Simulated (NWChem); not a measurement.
**Basis-set convergence for CH$_{4}$OPb**

```xyz
7

Pb     0.2001     0.4132     0.0000
H      1.6658    -0.7599     0.0000
O     -1.2025    -1.1532     0.0000
C     -0.9583    -2.5198     0.0000
H     -1.4138    -3.0010     0.8883
H     -1.4138    -3.0010    -0.8883
H      0.1200    -2.7801     0.0000
```
Charge 0, spin multiplicity 1.

The numbers come from NWChem runs, not from measurements. The geometry was optimised at PBE0/def2-SVP with def2 effective core potentials on Pb, a minimum by its harmonic frequencies. It is one conformer; others weren't searched.

Quantity: first vertical ionisation energy at the level G0W0@PBE.

Effective core potentials replace the inner electrons of Pb; spin-orbit coupling is left out. GW and range-separated runs recompute their integrals, the others keep them in memory, which bears on the times. The structure started from a generated list of species.

Costs are rough ratios of processor time within this set of runs, SCF included, with def2-SVP as 1.

| basis | functions | first vertical ionisation energy (eV) | relative cost |
|---|---|---|---|
| def2-SVP | 74 | 7.85 | 1 |
| def2-SVPD | 107 | ___ | under 3 |
| def2-TZVP | 136 | 8.24 | 4 |
| def2-TZVPP | 168 | ___ | 5 |
| def2-TZVPD | 169 | ___ | 8 |

Task: Complete the blanks.

Result: 
- def2-SVPD, first vertical ionisation energy (eV): 8.12
- def2-TZVPP, first vertical ionisation energy (eV): 8.29
- def2-TZVPD, first vertical ionisation energy (eV): 8.32
